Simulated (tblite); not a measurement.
Input of a run (GFN2-xTB geometry optimisation, gas phase (tblite 0.8.0)), started from a force field or distance geometry:
```
{"job": {"kind": "relax", "xc": "GFN2-xTB", "basis": "xTB"}, "charge": 0, "multiplicity": 1}
O      0.291200     1.653100    -0.330300
C      0.808300     0.601500    -0.027800
O      0.185800    -0.426800     0.634300
C     -1.223300    -0.187800     0.902500
C     -2.124700    -0.596800    -0.241100
F     -1.846400     0.077300    -1.385400
F     -3.420900    -0.359700     0.051200
F     -1.998300    -1.911500    -0.514400
Si     2.648800     0.351000    -0.468300
F      3.419000    -0.307400     0.778200
H     -1.471600    -0.810500     1.782600
H     -1.400800     0.843600     1.204400
H      2.795900    -0.559000    -1.626200
H      3.336300     1.632700    -0.806800
```

Output (eV, eV/Å):
```
step      E/eV     max force
  0   -1015.42028    1.862
  1   -1015.52319    0.676
  2   -1015.55118    0.790
  3   -1015.56280    0.544
  4   -1015.57181    0.360
  5   -1015.58568    0.314
  6   -1015.59452    0.311
  7   -1015.60557    0.292
  8   -1015.61281    0.267
  9   -1015.61840    0.177
 10   -1015.62210    0.183
 11   -1015.62525    0.193
 12   -1015.62823    0.148
 13   -1015.63132    0.164
 14   -1015.63387    0.138
 15   -1015.63581    0.113
 16   -1015.63758    0.128
 17   -1015.63950    0.166
 18   -1015.64142    0.147
 19   -1015.64316    0.151
 20   -1015.64487    0.128
 21   -1015.64683    0.173
 22   -1015.64903    0.171
 23   -1015.65102    0.108
 24   -1015.65250    0.085
 25   -1015.65383    0.120
 26   -1015.65535    0.157
 27   -1015.65678    0.117
 28   -1015.65769    0.053
 29   -1015.65814    0.042
 30   -1015.65843    0.047
 31   -1015.65870    0.035
 32   -1015.65897    0.034
 33   -1015.65919    0.035
 34   -1015.65937    0.042
 35   -1015.65956    0.035
 36   -1015.65978    0.038
 37   -1015.66002    0.040
 38   -1015.66023    0.038
 39   -1015.66042    0.035
 40   -1015.66059    0.035
 41   -1015.66078    0.039
 42   -1015.66097    0.045
 43   -1015.66117    0.043
 44   -1015.66135    0.036
 45   -1015.66150    0.027
 46   -1015.66161    0.025
 47   -1015.66171    0.029
 48   -1015.66181    0.029
 49   -1015.66198    0.042
 50   -1015.66230    0.065
 51   -1015.66275    0.073
 52   -1015.66319    0.049
 53   -1015.66342    0.054
 54   -1015.66355    0.044
 55   -1015.66365    0.041
 56   -1015.66386    0.025
 57   -1015.66394    0.029
 58   -1015.66402    0.025
 59   -1015.66408    0.019
 60   -1015.66414    0.020
 61   -1015.66417    0.020
 62   -1015.66419    0.015
 63   -1015.66420    0.009
```

Question: Summarise the run.

Answer: The energy falls by 0.244 eV over 63 L-BFGS steps, the largest force on an atom goes from 1.86 to 0.009 eV/Å, and the atoms move by 0.208 Å rms after alignment. The bond that changes most is Si9–H14 (fluorine-bound silicon to Si–H hydrogen), which shortens by 0.043 Å. Bonds longer at the end by more than 0.005 Å: 3 of 13; shorter: 9. Among the angles that change most is H13–Si9–H14, from 107.7° to 118.9°. Among the dihedrals that turn most is C2–O3–C4–H12, from -40° to -15°. The energy never rose by more than 1e-5 eV on the way. The first step brought 42 % of the lowering.

Question: What are the final bond lengths?

Answer: O1=C2 1.200 Å, C2–O3 1.353 Å, O3–C4 1.413 Å, C4–C5 1.527 Å, C5–F6 1.336 Å, C5–F7 1.340 Å, C5–F8 1.337 Å, C2–Si9 1.920 Å, Si9–F10 1.606 Å, C4–H11 1.092 Å, C4–H12 1.098 Å, Si9–H13 1.451 Å, Si9–H14 1.450 Å. Numbering counts from 1 in the input's order; the species is `O=C(OCC(F)(F)F)[SiH2]F`.

Hardware: Intel Xeon at 2.50 GHz, one thread, shared host with 64 logical CPUs at a one-minute load of 64. Cost: 1.7 s wall, 1.4 s CPU.

Its lowest GFN2-xTB frequency is 14 cm⁻¹, too small to tell a flat minimum from a shallow saddle. The numbers are those of one conformer. 3 starts were optimised and ended at 0.00, 0.00 and 0.63 kcal/mol (GFN2-xTB); the lowest of these is shown.

All values are computed, not measured.
